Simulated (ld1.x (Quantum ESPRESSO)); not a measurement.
**Before and after: TM potential for antimony**

| Quantity | Value |
| --- | --- |
| Element | Sb (Z = 51) |
| Generator | ld1.x (Quantum ESPRESSO) 7.5 |
| Type | norm-conserving Troullier–Martins (Kleinman–Bylander form) |
| Functional | PBE |
| Relativity | fully relativistic |
| Frozen core | [Kr] |
| Valence charge | 15 |
| Reference configuration | 4d10 5s2 5p3 |
| Partial waves | 5p (bound): rc 2.00 bohr; 4d (bound): rc 1.45 bohr; 5s (bound): rc 1.85 bohr |
| Local potential | the s channel |
| Core correction | Bessel-smoothed model core, default radius (core density twice the valence density) |

Open shells are filled in proportion to 2j + 1 (rel_dist='average').

Change: reference 4d10 5s2 5p2.

Cutoffs: the cutoffs (Ry, on a coarse ladder) from which the occupation-weighted sum of valence levels, in a spherical-Bessel basis at the reference potential, stays within 10 and 1 mRy of its value at 400 Ry; they do not see the model core or the augmentation charge, which bear on the density cutoff. Errors are all-electron minus pseudo energies relative to the spin-unpolarised reference configuration.

What does the change do?

The potential gets neither clearly harder nor softer (90 Ry and 160 Ry → 90 Ry and 160 Ry); the d channel sets the loose cutoff, while the largest relative change is in s, which becomes harder; neither file shows a bound ghost.

| quantity | base | changed |
| --- | --- | --- |
| cutoff, loose | 90 Ry | 90 Ry |
| cutoff, tight | 160 Ry | 160 Ry |
| loose cutoff by channel (10 mRy a level) | p 10 Ry, d 80 Ry, s 12 Ry | p 10 Ry, d 80 Ry, s 18 Ry |
| bound ghosts | none | none |
| largest error over its own tests, meV | -369 | -486 |
| s: phases at 2.20 bohr within 0.05 rad from the reference energy up to (Ry; the scan ends near 5) | 3.7 | 3.1 |
| p1/2: phases at 2.20 bohr within 0.05 rad from the reference energy up to (Ry; the scan ends near 5) | to the end of the scan | to the end of the scan |
| p3/2: phases at 2.20 bohr within 0.05 rad from the reference energy up to (Ry; the scan ends near 5) | to the end of the scan | 4.5 |
| d3/2: phases at 2.20 bohr within 0.05 rad from the reference energy up to (Ry; the scan ends near 5) | 0.1 | -0.5 |
| d5/2: phases at 2.20 bohr within 0.05 rad from the reference energy up to (Ry; the scan ends near 5) | 0.2 | -0.4 |
